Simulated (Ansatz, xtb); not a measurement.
## Two isomers of C4H8BNSi

Structure a is `Bc1[nH]ccc1[SiH3]`, a singlet and structure b is `Bn1ccc([SiH3])c1`, a singlet. Both are isolated molecules in the gas phase, relaxed with PBE-D3(BJ)/def2-SVP; the shapes shown needn't be the lowest conformers.

a (Å):

```yaml
atoms:
  - { symbol: C, position_ang: [-1.4939, -0.3805, -0.3584] }
  - { symbol: C, position_ang: [0.4349, -0.8628, -1.4592] }
  - { symbol: C, position_ang: [0.3527, -1.7451, -0.3696] }
  - { symbol: C, position_ang: [-0.8478, -1.4545, 0.3266] }
  - { symbol: B, position_ang: [-2.7932, 0.3392, -0.0735] }
  - { symbol: N, position_ang: [-0.6626, -0.0666, -1.4354] }
  - { symbol: Si, position_ang: [-1.4765, -2.3213, 1.8681] }
  - { symbol: H, position_ang: [-3.4687, 0.0131, 0.8843] }
  - { symbol: H, position_ang: [-3.1687, 1.2464, -0.7984] }
  - { symbol: H, position_ang: [-0.8724, 0.6721, -2.1081] }
  - { symbol: H, position_ang: [1.2036, -0.7630, -2.2351] }
  - { symbol: H, position_ang: [1.0929, -2.5140, -0.1179] }
  - { symbol: H, position_ang: [-2.8109, -2.9757, 1.6362] }
  - { symbol: H, position_ang: [-1.6121, -1.3719, 3.0270] }
  - { symbol: H, position_ang: [-0.4785, -3.3866, 2.2365] }
```

b (Å):

```yaml
atoms:
  - { symbol: C, position_ang: [-2.6790, -1.5752, 0.3518] }
  - { symbol: C, position_ang: [-1.6680, -2.3413, -0.1718] }
  - { symbol: C, position_ang: [-0.4724, -1.5141, -0.2557] }
  - { symbol: C, position_ang: [-0.8339, -0.2723, 0.2305] }
  - { symbol: B, position_ang: [-2.9169, 0.8120, 1.1566] }
  - { symbol: N, position_ang: [-2.1844, -0.2851, 0.6098] }
  - { symbol: Si, position_ang: [1.2230, -1.9919, -0.8847] }
  - { symbol: H, position_ang: [-4.0844, 0.6424, 1.4356] }
  - { symbol: H, position_ang: [-2.3373, 1.8647, 1.3173] }
  - { symbol: H, position_ang: [-3.7247, -1.8122, 0.5755] }
  - { symbol: H, position_ang: [-1.7510, -3.3926, -0.4729] }
  - { symbol: H, position_ang: [2.1365, -0.8017, -0.7784] }
  - { symbol: H, position_ang: [1.1626, -2.4377, -2.3219] }
  - { symbol: H, position_ang: [1.8001, -3.1270, -0.0807] }
  - { symbol: H, position_ang: [-0.2482, 0.6465, 0.3478] }
```

Task: Estimate which is lower in electronic energy at CCSD(T)/def2-SVP + ΔMP2/def2-TZVPP, and by roughly how much.

Result: The CCSD(T)/def2-SVP + ΔMP2/def2-TZVPP calculation puts structure b lower, by 0.634 eV.

The same difference at several levels:

| level | geometry | E(b) − E(a) (eV) | departure from the last row (eV) | job, with rough time for the two |
| --- | --- | --- | --- | --- |
| GFN2-xTB | GFN2-xTB | −0.827 | −0.193 | optimisation, 0.16 s |
| HF/STO-3G | GFN2-xTB | −1.030 | −0.396 | single point, 0.4 s |
| r2SCAN-D4/def2-SVP | GFN2-xTB | −0.446 | +0.188 | single point, 3.1 s |
| PBE-D3(BJ)/def2-SVP | PBE-D3(BJ)/def2-SVP | −0.445 | +0.189 | optimisation, 32 s |
| HF/def2-SVP | PBE-D3(BJ)/def2-SVP | −0.754 | −0.120 | part of the CCSD(T) run |
| MP2/def2-SVP | PBE-D3(BJ)/def2-SVP | −0.574 | +0.060 | part of the CCSD(T) run |
| CCSD(T)/def2-SVP | PBE-D3(BJ)/def2-SVP | −0.655 | −0.021 | single point |
| CCSD(T)/def2-SVP + ΔMP2/def2-TZVPP | PBE-D3(BJ)/def2-SVP | −0.634 |  | single point, 49 s |

As drawn, b has 1 B–N, 1 C–H in place of 1 C–B, 1 N–H.

The levels shown agree on the order. The largest departure from CCSD(T)/def2-SVP + ΔMP2/def2-TZVPP is that of HF/STO-3G, 0.396 eV. The last row adds to CCSD(T) the change of the MP2 difference between the two basis sets, here +0.021 eV.

With thermal terms from frequencies at re-optimised GFN2-xTB minima (ideal gas, soft modes damped towards free rotors, one conformer each, 298.15 K, 1 atm): the zero-point term adds +0.011 eV; ΔH is −0.626 and ΔG −0.624 eV.

The correlated steps freeze 11 core orbitals. Run with Ansatz 0.2.0, xtb 6.7.1; the last row on 2 threads of Intel(R) Xeon(R) 6975P-C (Granite Rapids) on a shared host.
